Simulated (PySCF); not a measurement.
**Correlation energy of O (oxygen, neutral)**

[He] 2s1 2p5, high-spin 3P determinant (an excited configuration). All numbers are calculated (PySCF 2.14, the non-relativistic Hamiltonian (point nucleus), in aug-cc-pwCVTZ). Frozen: nothing; 8 electrons correlated.

```json
{"level": "CCSD", "correlation energy (mhartree)": "-265.68"}
{"level": "(T)", "correlation energy (mhartree)": "-14.64"}
{"level": "CCSD(T)", "correlation energy (mhartree)": "-280.32"}
```

Diagnostics: T1 = 0.019, D1 = 0.0532, largest double amplitude 0.182.

Q: Is a single reference adequate?

A: Not fully. A double-excitation amplitude exceeds 0.15, a sign of near-degeneracy.
